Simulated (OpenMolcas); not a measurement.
## Fe2+, Ru2+, Os2+: d6 down the group

```json
{
  "Program": "OpenMolcas 26.06",
  "Method": "MS-RASPT2, IPEA 0.25 Eh, imaginary shift 0.1 Eh",
  "Basis": "ANO-RCC-VTZP",
  "Scalar Hamiltonian": "DKH2, point nucleus",
  "Spin-orbit coupling": "RASSI with atomic mean-field integrals over the reference wave functions, term energies averaged over their components"
}
```

Active space for each ion: 6 electrons in 9 orbitals (RAS2 d s; RAS3 p, at most 2 electrons); closed shells correlated by CASPT2: Fe2+ 3s 3p; Ru2+ 4s 4p; Os2+ 5s 5p.

Computed levels in cm-1 above 5D4:

```tsv
Level	Fe2+	Ru2+	Os2+
5D3	481	1229	4470
5D2	817	1943	4350
5D1	1031	2410	6870
5D0	1137	2640	7400
3H6	19990	16210	18050
3H5	20230	16390	25020
3G5	24290	19590	16990
1G4(1)	30120	25810	32150
3D1	30210	23050	21200
weight of 5D in the lowest level (%)	100	98	86
```

Mixed levels, with the weight of the term that names them: Os2+ 5D2 (68 %), Os2+ 3H5 (59 %), Os2+ 3G5 (60 %), Os2+ 1G4(1) (54 %).

Measured, with the error of the calculation in %. Measured levels: Fe2+ from Corliss and Sugar, J. Phys. Chem. Ref. Data 11, 135 (1982); Ru2+ from Moore, Atomic Energy Levels, vol. III, NSRDS-NBS 35 (1971 reprint of NBS Circular 467, 1958).

```json
{"Level": "5D3", "Fe2+": "436 (+10.4)", "Ru2+": "1159 (+6.1)"}
{"Level": "5D2", "Fe2+": "739 (+10.5)", "Ru2+": "1826 (+6.4)"}
{"Level": "5D1", "Fe2+": "932 (+10.6)", "Ru2+": "2266 (+6.5)"}
{"Level": "5D0", "Fe2+": "1027 (+10.6)", "Ru2+": "2476 (+6.6)"}
{"Level": "3H6", "Fe2+": "20051 (-0.3)", "Ru2+": ""}
{"Level": "3H5", "Fe2+": "20301 (-0.4)", "Ru2+": ""}
{"Level": "3G5", "Fe2+": "24559 (-1.1)", "Ru2+": ""}
{"Level": "1G4(1)", "Fe2+": "30886 (-2.5)", "Ru2+": ""}
{"Level": "3D1", "Fe2+": "30726 (-1.7)", "Ru2+": ""}
```

The fine-structure level 5D0 changes by a factor of 6.51 from Fe2+ to Os2+.

Without spin-orbit coupling 3H lies 19760, 15600, 15680 cm-1 above 5D in that order; the difference to the level 3H6, of either sign, comes from spin-orbit coupling, which also lowers the zero.

CASPT2 does not keep the components of a term degenerate, so their means are used; among the terms shown or strongly mixed into the levels shown the widest spread is 1500 cm-1 (3d6 1G(1), Fe2+). Over all roots computed the reference weight is 0.87 to 0.95 in Fe2+; the roots of lowest weight are the least certain, and an intruder state may touch them. Blocks of more than 70 roots (2S+1 = 3 even, 1 even) ran without multistate coupling. Some high roots are left out of the spin-orbit mixing, which shifts the levels that they would mix with. Terms from blocks run as CI alone lack orbitals of their own. The CASPT2 spread within a term exceeds the gap to the next term for 3d6 1G(1) and 3d6 3D, so the order of their levels is uncertain (holds for Fe2+). The lowest spin-free term belongs to 5d5 6s, not to the configuration of the lowest level (holds for Os2+). Computed and measured levels are paired by configuration, term and J; levels that our copy of the source lacks, or whose pairing is in doubt (as where it misses far off the trend of its configuration), stay unpaired and out of the deviations. Only configurations of the active space appear.

A number in round brackets counts repeated terms of one configuration in the order of the reference energies.
